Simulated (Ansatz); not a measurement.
Stepwise reaction of `[SiH3][O][Mg][O][SiH3]` with hydrogen, as a gas-phase model of exchange steps in deposition or etching. ΔE in kJ/mol.

Computed with Ansatz on PBE0-D4/def2-TZVP structures; ΔE is electronic, products minus reactants. CBS: MP2 limit from def2 TZ/QZ plus the TZ coupled-cluster correction, frozen cores. This one scheme is used for every species. Functionals use def2-TZVPP. B3LYP here is the variant with VWN-RPA as its local correlation; programs differ in this. For Mg outer-core shells are correlated without core-valence functions, which leaves a few kJ/mol of doubt a bond. Each species was taken in one conformer, which may not be the lowest.

| step | reaction | PBE-D4 | B3LYP-D4 | ωB97M-V | CCSD(T)/CBS |
| --- | --- | --- | --- | --- | --- |
| 1 | `[SiH3][O][Mg][O][SiH3]` + H₂ → `[MgH][O][SiH3]` + `O[SiH3]` | 117.6 | 126.4 | 122.3 | 140.6 |
| 2 | `[MgH][O][SiH3]` + H₂ → `[MgH2]` + `O[SiH3]` | 131.6 | 139.1 | 135.8 | 148.8 |

(1) By hand: ΔE of the 2 steps together at CCSD(T)/CBS.

Answers

(1) (140.6) + (148.8) = 289.4 kJ/mol, or 144.7 kJ/mol a step.

In ΔE each step is higher than the one before. All are uphill at CCSD(T)/CBS. PBE-D4 differs from CCSD(T)/CBS by -23.0 to -17.2 kJ/mol a step. Isolated molecules leave out the surface, adducts and barriers. Largest T1 diagnostic: 0.011.
